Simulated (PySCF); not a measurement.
**`InChI=1S/C3H6O3S2/c4-8(5,6)3-1-2-7-3/h3H,1-2H2,(H,4,5,6)/t3-/m0/s1`**

Geometry:
```tsv
atom	x (Å)	y (Å)	z (Å)
O1	2.165	-1.460	-0.178
S2	1.514	-0.223	0.091
O3	1.128	0.087	1.434
O4	2.450	0.968	-0.442
C5	0.071	-0.069	-1.008
C6	-1.086	-0.830	-0.385
C7	-1.672	0.386	0.335
S8	-0.691	1.538	-0.702
H9	2.346	1.753	0.100
H10	0.398	-0.291	-2.018
H11	-0.758	-1.636	0.273
H12	-1.768	-1.230	-1.136
H13	-2.743	0.539	0.239
H14	-1.355	0.467	1.372
```

Level of theory: GIAO BHandHLYP/pcSseg-1 magnetisability, rotational g tensor and spin-rotation constants, non-relativistic, gas phase in PySCF. Geometry: GFN2-xTB.

Task: How diamagnetic is it, and how anisotropic?

Result: Isotropic -1315 × 10⁻³⁰ J/T², or -79.2 × 10⁻⁶ cm³/mol; principal values -1456, -1406, -1083 × 10⁻³⁰ J/T², anisotropy 350 × 10⁻³⁰ J/T² (root of half the summed squared differences of the principal values). The susceptibility is in cgs units.

Task: Split it along the inertial axes a, b, c into diamagnetic and paramagnetic parts about the centre of mass, with the quadrupole moment.

Result: 
| axis | χ (10⁻⁶ cm³/mol) | diamagnetic (10⁻⁶ cm³/mol) | paramagnetic (10⁻⁶ cm³/mol) | summed x² of all electrons (Å²) | quadrupole Θ (D Å) |
| --- | --- | --- | --- | --- | --- |
| a | -77.3 | -547.0 | 469.7 | 187.1 | -5.69 |
| b | -85.2 | -1004.7 | 919.5 | 79.3 | +5.99 |
| c | -75.1 | -1130.2 | 1055.1 | 49.7 | -0.30 |

Anisotropies 2χaa − χbb − χcc = +5.7 and 2χbb − χaa − χcc = -18.0 × 10⁻⁶ cm³/mol. Θ is traceless in Buckingham's convention.

Task: And the rotational g tensor?

Result: 
```
axis  rotational constant (GHz)        g  nuclear part  electronic part
   a                     2.7266  -0.0379        0.5638          -0.6017
   b                     1.2832  -0.0172        0.5371          -0.5543
   c                     1.1241  -0.0185        0.5388          -0.5572
```
Asymmetric top; isotopes 12C, 1H, 16O, 32S; no vibrational averaging.
